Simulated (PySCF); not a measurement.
A series of related compounds: `C1=CC(/P=C(/C)F)=CS1`, C6H6FPS; `InChI=1S/C4H8FPS/c1-4(5)6-3-7-2/h3H2,1-2H3`; `C/C(F)=P\C1CCCCC1`, C8H14FP; SMILES C=CC/P=C(/C)F, C5H8FP; `COCC/P=C(\C)F`, C5H10FOP; `F/C([SiH3])=P\c1ccsc1`, C5H6FPSSi; `InChI=1S/C4H8FOP/c1-4(5)7-3-6-2/h3H2,1-2H3`.

One computed conformer, fast rotation and ring inversion assumed for equivalent nuclei, relativity neglected, isolated molecule. PBE0/pcSseg-1 with gauge-including orbitals; geometry from GFN2-xTB; PySCF 2.14.

δ = σ(ref) − σ, references computed at the same level: H3PO4 for ³¹P (318.38 ppm); ¹⁹F (170.95 ppm) against CFCl3.

Q: How does the ³¹P shift change along the series?

A: 
| compound | change | δ (ppm) | HOMO–LUMO gap (eV) |
| --- | --- | --- | --- |
| C/C(F)=P/c1ccsc1 | base | 124.1 | 4.99 |
| CSC/P=C(\C)F | 3-thienyl replaced by CH2SCH3 | 178.6 | 4.89 |
| C/C(F)=P\C1CCCCC1 | 3-thienyl replaced by cHex | 196.3 | 5.51 |
| C=CC/P=C(/C)F | 3-thienyl replaced by allyl | 156.5 | 5.49 |
| COCC/P=C(\C)F | 3-thienyl replaced by C2H4OCH3 | 173.9 | 5.51 |
| F/C([SiH3])=P\c1ccsc1 | CH3 replaced by SiH3 | 245.7 | 5.12 |
| COC/P=C(\C)F | 3-thienyl replaced by CH2OCH3 | 177.3 | 5.45 |

Q: How does the ¹⁹F shift change along the series?

A: 
| compound | change | δ (ppm) | HOMO–LUMO gap (eV) |
| --- | --- | --- | --- |
| C/C(F)=P/c1ccsc1 | base | -18.2 | 4.99 |
| CSC/P=C(\C)F | 3-thienyl replaced by CH2SCH3 | -9.5 | 4.89 |
| C/C(F)=P\C1CCCCC1 | 3-thienyl replaced by cHex | -38.2 | 5.51 |
| C=CC/P=C(/C)F | 3-thienyl replaced by allyl | -7.4 | 5.49 |
| COCC/P=C(\C)F | 3-thienyl replaced by C2H4OCH3 | -39.1 | 5.51 |
| F/C([SiH3])=P\c1ccsc1 | CH3 replaced by SiH3 | 9.9 | 5.12 |
| COC/P=C(\C)F | 3-thienyl replaced by CH2OCH3 | -8.2 | 5.45 |
